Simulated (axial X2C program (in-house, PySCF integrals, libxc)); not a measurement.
## Low determinants of Pm⁺

Calculated with an axial X2C code built on PySCF integrals, basis dyall-v3z (cores contracted in-house), spin-free (one-electron X2C) and two-component (2c, atomic mean-field Coulomb and Gaunt terms). Energies in eV from the lowest row of each column (rows without correlated energies are left out; n/a marks j-coupled starts, which PBE0 does not hold); electrons by l are Mulliken totals of the Hartree–Fock solution, and PBE0 can relax to another configuration under the same block occupation. Coupled cluster uses truncated natural virtuals with an MP2 remainder. Frozen shells in the correlated columns: 4 s, 3 p, 2 d.

Spin-free determinants:

```json
{"electrons by l": "s11 p24 d20 f5", "M_S, M_L": "3, 5", "HF": "0.00", "MP2": "0.00", "PBE0": "0.29"}
{"electrons by l": "s11 p24 d20 f5", "M_S, M_L": "3, 2", "HF": "0.20", "MP2": "0.14", "PBE0": "0.01"}
{"electrons by l": "s11 p24 d20 f5", "M_S, M_L": "2, 5", "HF": "0.14", "MP2": "0.16", "PBE0": "0.53"}
{"electrons by l": "s11 p24 d20 f5", "M_S, M_L": "3, 3", "HF": "0.30", "MP2": "0.21", "PBE0": "0.00"}
{"electrons by l": "s11 p24 d20 f5", "M_S, M_L": "3, 0", "HF": "0.31", "MP2": "0.24", "PBE0": "0.16"}
{"electrons by l": "s11 p24 d20 f5", "M_S, M_L": "2, 3", "HF": "0.44", "MP2": "0.38", "PBE0": "0.24"}
{"electrons by l": "s10 p24 d21 f5", "M_S, M_L": "3, 6", "HF": "0.87", "MP2": "0.88", "PBE0": "0.93"}
{"electrons by l": "s10 p24 d21 f5", "M_S, M_L": "3, 4", "HF": "1.27", "MP2": "1.22", "PBE0": "0.91"}
```

Two-component determinants:

```
electrons by l  2M_J    HF   MP2  PBE0
s11 p24 d20 f5     4  0.00  0.00  0.21
s11 p24 d20 f5     2  0.12  0.09  0.00
s11 p24 d20 f5     6  0.14  0.16  0.45
s11 p24 d20 f5     4  0.26  0.25  0.24
s11 p24 d20 f5     2  0.37  0.32  0.12
s11 p24 d20 f5     2  0.55  0.48  0.28
s11 p24 d20 f5     6  0.60  0.53  0.38
s11 p24 d20 f5    10  0.60  0.55  0.36
```

Ground level as tabulated from the NIST Atomic Spectra Database (leading term): 2S+1 = 7, L = 5, J = 2.

Spin-free rows of one term, and 2c rows of one J level, should be degenerate; broken spherical symmetry, the missing current term of PBE0 and determinants that mix terms or J levels spread them. The search is wide but not exhaustive and can miss a configuration; gaps between s and d configurations can be off by some tenths of an eV with this basis and core.

The run took 2 min on 1 thread of Arm Neoverse V2, on a shared host.
